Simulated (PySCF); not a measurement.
Heteronuclear NMR

Numbering as in the mapped SMILES `[O:1]=[C:2]1[O:3][CH:4]=[C:5]1[CH2:6][O:7][CH2:8][F:9]` (H(Xn): hydrogen on atom n).

- σ from GIAO-PBE0/pcSseg-1
- geometry from GFN2-xTB
- code: PySCF
- no solvent, fast rotation and ring inversion assumed for equivalent nuclei, one computed conformer, non-relativistic Hamiltonian

(1) Where does ¹⁹F resonate?

(2) Predict the ¹⁷O NMR data.

## Answers

(1) 
```csv
atoms,environment,σ (ppm),δ (ppm)
F9,fluorine on an sp3 carbon,330.3,-137.5
```

Shieldings were converted by a linear fit to measured shifts: ¹⁹F (scatter 6.0 ppm rms, 7.0 ppm with the 5 outliers that the fit left out vs CFCl3, solution or neat liquid, with a term for F on sp3 carbon). Occasional misses reach two or three times the rms, and more in compound classes unlike the fitted ones.

On a 500 MHz spectrometer ¹⁹F resonates near 470.5 MHz, so 1 ppm is 470.5 Hz.

(2) 
```csv
atoms,environment,σ (ppm),δ (ppm)
O1,ester carbonyl oxygen,-135.6,390.2
O3,ester alkoxy oxygen,69.5,203.4
O7,ether oxygen,226.4,60.5
```

Shieldings were converted by a linear fit to measured shifts: ¹⁷O: δ = 266.70 − 0.911σ (rms 10.7 ppm, 155 shifts, 12.2 ppm with the 3 outliers that the fit left out vs liquid water, solution or neat liquid). A few per cent of atoms miss by over 2 rms, more outside the fitted compound classes.

On a 600 MHz spectrometer ¹⁷O resonates near 81.3 MHz, so 1 ppm is 81.3 Hz.
